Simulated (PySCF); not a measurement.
**How far are cheaper levels from CCSD(T)/CBS for BI?**

PySCF; the state is a singlet (closed shell). The composite is CCSD(T) extrapolated to the basis-set limit from two correlation-consistent sets, with core-valence (CV) and scalar-relativistic (SR) terms as its label shows; it has no spin–orbit coupling and nothing beyond (T). Here it is CCSD(T)/CBS(TQ)+CV. It gives Re = 2.133 Å, ωe = 578 cm⁻¹ and De = 3.75 eV to B + I.

| level | basis | relativity | Re (Å) | ωe (cm⁻¹) | De (eV) |
| --- | --- | --- | --- | --- | --- |
| RHF-CCSD | cc-pVDZ/cc-pVDZ-PP | scalar-relativistic core potentials | 2.159 | 582 | 3.26 |
| RHF-CCSD | aug-cc-pVDZ/aug-cc-pVDZ-PP | scalar-relativistic core potentials | 2.163 | 568 | 3.30 |
| RHF-CCSD(T) | cc-pVDZ/cc-pVDZ-PP | scalar-relativistic core potentials | 2.160 | 580 | 3.42 |
| PBE | def2-TZVPP | scalar-relativistic core potentials | 2.146 | 564 | 4.01 |
| BP86 | def2-SVPD | scalar-relativistic core potentials | 2.158 | 559 | 3.94 |
| r²SCAN | x2c-SVPall | spin-free X2C | 2.140 | 584 | 3.82 |
| r²SCAN0 | def2-TZVPP | scalar-relativistic core potentials | 2.130 | 584 | 3.59 |
| HSE06 | cc-pVDZ/cc-pVDZ-PP | scalar-relativistic core potentials | 2.152 | 580 | 3.73 |
| HSE06 | x2c-SVPall | spin-free X2C | 2.131 | 593 | 3.81 |
| M06-2X | x2c-SVPall | spin-free X2C | 2.131 | 588 | 3.60 |

Q: Give the difference of each row from the composite.

A: 

| level | basis | ΔRe (pm) | Δωe (%) | ΔDe (eV) |
| --- | --- | --- | --- | --- |
| RHF-CCSD | cc-pVDZ/cc-pVDZ-PP | +2.6 | +0.7 | -0.49 |
| RHF-CCSD | aug-cc-pVDZ/aug-cc-pVDZ-PP | +3.0 | -1.7 | -0.45 |
| RHF-CCSD(T) | cc-pVDZ/cc-pVDZ-PP | +2.7 | +0.3 | -0.33 |
| PBE | def2-TZVPP | +1.3 | -2.4 | +0.26 |
| BP86 | def2-SVPD | +2.5 | -3.3 | +0.19 |
| r²SCAN | x2c-SVPall | +0.7 | +1.0 | +0.07 |
| r²SCAN0 | def2-TZVPP | -0.3 | +1.0 | -0.16 |
| HSE06 | cc-pVDZ/cc-pVDZ-PP | +1.9 | +0.3 | -0.02 |
| HSE06 | x2c-SVPall | -0.2 | +2.6 | +0.06 |
| M06-2X | x2c-SVPall | -0.2 | +1.7 | -0.15 |

Q: Which rows come closest in De?

A: HSE06 in cc-pVDZ/cc-pVDZ-PP (-0.02 eV), counted from the composite.

Correlated steps freeze the inner cores (5 to 10 orbitals); shallow outer-core shells are correlated. Correlated levels converge slowly with the basis: in double zeta they bind strong bonds too weakly, by up to about 1 eV, and carry superposition errors of some tenths. Spin–orbit coupling is left out, which matters for elements this heavy, above all for dissociation energies. Where the molecule has an RHF reference, its open-shell atoms are computed with UHF. The CCSD T1 diagnostic is raised in BI, a sign that a single reference may not be enough there.
